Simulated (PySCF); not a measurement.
Geometries of 3 isomers of C7H6, from PySCF 2.14.0, PBE0-D3(BJ)/def2-SVP geometry optimisation, gas phase. One conformer each, no zero-point energy, no frequencies.

Task: Which is lowest in electronic energy at this level?
A.
```xyz
13
angstrom
C      2.787   -0.167    0.929
C      1.705   -0.606    0.602
C      0.414   -1.144    0.223
C      0.019   -1.284   -1.223
C     -0.564   -0.317   -0.575
C     -1.451    0.805   -0.469
C     -1.581    1.514    0.661
H      3.744    0.226    1.215
H      0.015   -1.866    0.954
H      0.208   -1.849   -2.131
H     -2.027    1.067   -1.363
H     -1.002    1.257    1.553
H     -2.259    2.368    0.722
```
B.
```xyz
13
angstrom
C     -3.615    0.739   -0.349
C     -2.806   -0.333   -0.405
C     -1.393   -0.279   -0.332
C     -0.171   -0.262   -0.270
C      1.194   -0.236   -0.199
C      2.412   -0.210   -0.136
C      3.859   -0.181   -0.061
H     -4.699    0.623   -0.412
H     -3.214    1.749   -0.239
H     -3.246   -1.332   -0.516
H      4.260   -1.157    0.255
H      4.204    0.576    0.661
H      4.301    0.063   -1.041
```
C.
```xyz
13
angstrom
C     -1.595    0.597   -0.085
C     -1.510   -0.782    0.150
C     -0.275   -1.455    0.246
C      0.813   -0.624    0.085
C      0.731    0.706   -0.141
C     -0.452    1.406   -0.242
C      2.101    0.117   -0.063
H     -2.586    1.056   -0.147
H     -2.436   -1.351    0.263
H     -0.225   -2.531    0.429
H     -0.535    2.480   -0.425
H      2.694   -0.003   -0.983
H      2.723    0.307    0.824
```

Result: C. That is 1,3,5-norcaratriene (`c1ccc2c(c1)C2`), 37.6 kcal/mol below the next.

```
           SMILES                           atoms numbered as above      E (Eh)  relative (kcal/mol)  relative (kJ/mol)  dipole (D)
    c1ccc2c(c1)C2   [cH:1]1[cH:2][cH:3][c:4]2[c:5]([cH:6]1)[CH2:7]2  -269.75456                  0.0                0.0        0.11
       C=CC#CC#CC       [CH2:1]=[CH:2][C:3]#[C:4][C:5]#[C:6][CH3:7]  -269.69470                 37.6              157.2        0.78
C#C[C@@H]1C=C1C=C  [CH:1]#[C:2][C@@H:3]1[CH:4]=[C:5]1[CH:6]=[CH2:7]  -269.65695                 61.3              256.3        1.33
```

As drawn, the lowest has an aromatic ring, which the highest lacks; the highest has a C≡C bond and a C=C bond outside aromatic rings, which the lowest lacks.
